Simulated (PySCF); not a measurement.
Computed properties of CH₂NO, SMILES N=C=[OH+], charge +1

CH2NO, SMILES N=C=[OH+], charge +1. Geometry optimised at B3LYP-D3(BJ)/def2-TZVP. The isomer is the one that the SMILES or the coordinates give; other isomers of the formula were not compared. One conformer was computed; it need not be the lowest. All values are computed for the isolated molecule unless a solvent is named; none is compared with measurement here.

**Structure.** The optimised structure has Cs symmetry. All 9 harmonic modes at B3LYP-D3(BJ)/def2-TZVP (PySCF) are real, so it is a minimum. With heavy atoms numbered as in [NH:1]=[C:2]=[OH+:3], the shortest bond between them is N1–C2 at 1.140 Å and the longest C2–O3 at 1.240 Å.

**Vibrations.** The strongest infrared lines (harmonic, unscaled, degenerate partners summed) lie at 3591 cm⁻¹ (681 km/mol, H 94 %), 3672 cm⁻¹ (586 km/mol, H 87 %, N 11 %), 1088 cm⁻¹ (266 km/mol, H 67 %, O 22 %, C 10 %). The softest mode is at 342 cm⁻¹ and the zero-point energy is 20.1 kcal/mol.

**Electronic structure.** PBE0/def2-TZVPD (PySCF) places the frontier levels at -17.19 and -6.89 eV, a gap of 10.30 eV and a mean polarisability of 18.7 bohr³. PBE/def2-TZVPD (PySCF) at the same geometry gives -15.63 and -8.10 eV, so its gap is 2.77 eV narrower. An orbital gap is neither the optical nor the fundamental gap.

**Excitations.** TDA-B3LYP/def2-SVPD (PySCF) has S1 at 7.72 eV (161 nm, f = 0.000, dark); the most intense of the 10 singlets computed lies at 12.03 eV (f = 0.10). T1 (TDA) is at 7.07 eV, 0.65 eV under S1. TDA-PBE/def2-SVPD (PySCF) puts S1 at 7.65 eV. No vertical singlet excitation falls in the visible range (under 3.1 eV).

**NMR.** GIAO shifts at B3LYP/pcSseg-2 (PySCF) (non-relativistic, atoms alike by connectivity averaged): ¹³C at 102.5 ppm against TMS; ¹H from 6.3 to 7.5 ppm against TMS.

**Solvation.** SMD-PBE0/def2-SVP (PySCF) gives -72.6 kcal/mol in water, -31.7 kcal/mol in n-hexane, -72.0 kcal/mol in ethanol (1 M in both phases, gas-phase geometry); of these solvents water holds the molecule best.
